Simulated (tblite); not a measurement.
Q: Write a Z-matrix for `C=C[C@@H](C)C1=C[SiH2]CO1` as optimised with GFN2-xTB.

A: 
Z-matrix in Å and degrees, rows numbered from 1:
```
C 
C   1  1.3188
C   2  1.5019  1  124.44
C   3  1.5330  2  110.13  1   120.44
C   3  1.5080  2  109.04  1  -118.83
C   5  1.3440  3  125.62  2   115.57
Si  6  1.8577  5  109.94  3   179.65
C   7  1.9228  6   87.56  5     0.30
O   5  1.3471  3  113.85  2   -64.28
H   1  1.0770  2  121.99  3  -179.74
H   1  1.0781  2  121.83  3    -0.02
H   2  1.0813  1  120.99  3  -179.75
H   3  1.0938  2  109.67  1    -0.33
H   4  1.0878  3  110.23  2   178.86
H   4  1.0875  3  110.09  2   -60.94
H   4  1.0868  3  109.89  2    59.05
H   6  1.0741  5  120.84  3    -0.07
H   7  1.4670  6  116.82  5  -112.41
H   7  1.4660  6  117.46  5   113.23
H   8  1.0922  7  113.58  6  -118.54
H   8  1.0920  7  113.57  6   118.43
```

Si7 (SiH2 silicon) has angles from 87.6° to 117.5°. The C–O distances run from 1.347 Å (C5–O9, drawn single) to 1.429 Å (C8–O9, drawn single), a spread of 0.082 Å. Of the pairs four or more bonds apart, O9···H16 is among the closest relative to their van der Waals radii: 2.58 Å, 95 % of the sum of Bondi's values. The C–C distances run from 1.319 Å (C1=C2, drawn double) to 1.533 Å (C3–C4, drawn single), a spread of 0.214 Å.

The geometry is computed with GFN2-xTB (gas phase).

Point group: C1 (no symmetry element, even within 0.4 Å). Its GFN2-xTB frequencies are all real (lowest 30 cm⁻¹). One conformer, not necessarily the lowest (C1–C2–C3–C4 120°, C2–C3–C5–C6 116°).
